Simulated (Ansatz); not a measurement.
Geometry optimisation, RKS PBE0-D4/def2-SVP (Ansatz 0.2.0).

The input (input.yaml):

```yaml
crystal:
  periodic: [false, false, false]
  atoms:
    - { symbol: Ga, position_ang: [-0.961675, -0.949587, 0.274313] }
    - { symbol: Br, position_ang: [2.695234, -0.914648, -0.386804] }
    - { symbol: H, position_ang: [-1.579429, -1.265071, -1.115585] }
    - { symbol: H, position_ang: [-0.820464, -1.743116, 1.599608] }
    - { symbol: H, position_ang: [1.868856, 0.230175, 0.045227] }
    - { symbol: O, position_ang: [-0.273124, 0.756875, 0.557164] }
    - { symbol: O, position_ang: [-0.351468, 1.505692, -0.662838] }
    - { symbol: H, position_ang: [-0.57793, 2.37978, -0.311084] }
basis:
  gaussian: { orbitals: def2-SVP }
hamiltonian:
  xc: pbe0
  dispersion: d4
relax:
  f_tol: 0.03
  max_steps: 50
```

Run as:

```bash
$ ansatz run input.yaml --threads 2 --pin off --max-ram 3072MiB --backend cpu --events-out ev --progress --plain --runs-dir out
```

Problem. Where does it end, and by what steps?

Solution. The forces met the threshold. After 20 steps the energy has fallen by 1.278 eV; Br2 moved furthest, 1.01 Å. Parted: Br2–H5 (1.48 → 2.58 Å). Joined: Ga1–Br2 (3.72 → 2.37 Å), H5–O6 (2.26 → 0.98 Å).

| step | energy less start (eV) | largest force component (eV/Å) | accepted |
| --- | --- | --- | --- |
| 0 | 0.0000 | 0.788 | yes |
| 1 | -0.0936 | 0.182 | yes |
| 2 | -0.1423 | 0.547 | yes |
| 3 | -0.1811 | 0.765 | yes |
| 4 | -0.2533 | 0.907 | yes |
| 5 | -0.3716 | 1.036 | yes |
| 6 | -0.5673 | 1.390 | yes |
| 7 | -0.8249 | 1.308 | yes |
| 8 | -0.8140 | 5.483 | no |
| 9 | -1.0369 | 1.036 | yes |
| 10 | -1.1504 | 0.672 | yes |
| 11 | -1.2272 | 0.879 | yes |
| 12 | -1.2492 | 0.426 | yes |
| 13 | -1.2692 | 0.070 | yes |
| 14 | -1.2710 | 0.148 | yes |
| 15 | -1.2748 | 0.121 | yes |
| 16 | -1.2762 | 0.055 | yes |
| 17 | -1.2771 | 0.035 | yes |
| 18 | -1.2774 | 0.035 | yes |
| 19 | -1.2775 | 0.030 | yes |
| 20 | -1.2775 | 0.014 | yes |

```xyz
8
Properties=species:S:1:pos:R:3
Ga -0.305 -1.275 0.146
Br 2.012 -1.637 -0.186
H -1.125 -1.321 -1.180
H -0.776 -1.510 1.614
H 1.142 0.794 -0.141
O 0.244 0.824 0.250
O -0.483 1.716 -0.572
H -0.708 2.409 0.069
```

Time of the run: 57 s on 2 threads of Intel(R) Xeon(R) Platinum 8488C (Sapphire Rapids) (shared host), peak memory 0.29 GiB.
